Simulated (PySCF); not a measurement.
**Fractional electron number in Hf²⁺ (hafnium, charge +2)**

The 5d alpha orbital of [Xe] 4f14 5d2 is emptied in steps (occupation f), with all orbitals relaxed, ending at [Xe] 4f14 5d1. Computed with PySCF 2.14 in aug-cc-pVDZ-PP with ECP60MDF (5s5p4d2f, 54 functions), with a scalar-relativistic core potential. The exact energy is a straight line in f; departures are measured from the line between the end points of the same method.

```tsv
f	PBE0 (eV)	r2SCAN (eV)	LC-wPBE (eV)
1	0.000	0.000	0.000
0.9	-0.326	-0.419	-0.076
0.7	-0.763	-0.978	-0.176
0.5	-0.910	-1.162	-0.209
0.3	-0.766	-0.971	-0.175
0.1	-0.328	-0.412	-0.074
0	0.000	0.000	0.000
```

```csv
method,E(f=0) − E(f=1) (eV),−ε at f=1 (eV),−ε at f=0.5 (eV)
PBE0,22.529,18.914,22.520
r2SCAN,22.524,17.872,22.543
LC-wPBE,22.388,21.550,22.393
```

Orbital energy along the path (eV):

```tsv
f	PBE0	r2SCAN	LC-wPBE
1	-18.914	-17.872	-21.550
0.9	-19.625	-18.798	-21.715
0.7	-21.066	-20.666	-22.054
0.5	-22.520	-22.543	-22.393
0.3	-23.983	-24.405	-22.726
0.1	-25.447	-26.217	-23.050
0	-26.175	-27.068	-23.208
```

Reference removal energy between the ground levels: 22.55 ± 0.04 eV (theoretical estimate listed by NIST; NIST Atomic Spectra Database, ionization energies). The calculation has no spin-orbit coupling.
